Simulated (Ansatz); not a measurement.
Coupled-cluster run, C2H2ClFOSe, SMILES `OC(F)(Cl)C=[Se]`.

```yaml
crystal:
  periodic: [false, false, false]
  atoms:
    - {symbol: O, position_ang: [0.981350, -0.488183, -0.962117]}
    - {symbol: C, position_ang: [0.311915, -0.184087, 0.171717]}
    - {symbol: F, position_ang: [1.122788, 0.401426, 1.070595]}
    - {symbol: Cl, position_ang: [-0.328644, -1.685543, 0.977330]}
    - {symbol: C, position_ang: [-0.890914, 0.641727, -0.174460]}
    - {symbol: Se, position_ang: [-1.347696, 2.134157, 0.589629]}
    - {symbol: H, position_ang: [1.715598, -1.077453, -0.748043]}
    - {symbol: H, position_ang: [-1.472396, 0.200755, -0.980452]}
basis:
  gaussian: {orbitals: def2-SVP}
correlation: {method: ccsd_t}
```

```sh
$ ansatz run in.yaml --threads 4 --pin off --events-out ev --progress --plain --max-ram 10444MiB
```

The program prints (abridged):

```
Functional definition: HF
1127 factors; integrals over basis functions are off by at most 1.1e-3 eV
mean field evaluation 1: about -84619.8805 eV, gradient 4.0e1 eV
mean field evaluation 2: about -84619.9977 eV, gradient 4.0e1 eV
mean field evaluation 4: about -84623.4868 eV, gradient 4.2e0 eV
mean field evaluation 8: about -84623.5560 eV, gradient 3.6e-1 eV
mean field -84623.55672417 eV, -3109.8583497065 hartree, gradient 2.7e-6 eV, S^2 0.000000; 0 other end points of the search recorded, 0 dependent functions left out; unrestricted orbitals would lower it
18 core orbitals not correlated: weight in the atoms' cores, before any rotation towards them, 1.000 or more for the frozen orbitals, at most 0.000 for the correlated occupied ones
reference -84623.55672417 eV, -3109.8583497065 hartree; 23, 23 occupied and 75, 75 virtual orbitals, 1127 factors
second order -27.27603602 eV of doubles, -0.00000000 eV of singles
cycle   1  -27.16391439 eV  change    1.1e-1 eV  update   1.3e-1
cycle   2  -27.83543022 eV  change   -6.7e-1 eV  update   4.0e-2
cycle   3  -28.00897074 eV  change   -1.7e-1 eV  update   2.1e-2
cycle   4  -27.99486064 eV  change    1.4e-2 eV  update   5.8e-3
cycle   5  -27.99560719 eV  change   -7.5e-4 eV  update   2.6e-3
cycle   6  -27.99630831 eV  change   -7.0e-4 eV  update   7.1e-4
cycle   7  -27.99585783 eV  change    4.5e-4 eV  update   2.8e-4
cycle   8  -27.99577318 eV  change    8.5e-5 eV  update   1.0e-4
cycle   9  -27.99583846 eV  change   -6.5e-5 eV  update   3.8e-5
cycle  10  -27.99583617 eV  change    2.3e-6 eV  update   1.9e-5
perturbative correction -0.84792606 eV, -0.0311607079 hartree
Total energy: -84652.40048640 eV, -3110.9183384173 hartree
```

It took 13 s on 4 threads of an Arm Neoverse V1 on a shared host, with 0.63 GiB of host memory at the peak.

MP2 recovers 94.6 % of the CCSD(T) correlation energy and the triples give 2.9 %; T1 = 0.0122.
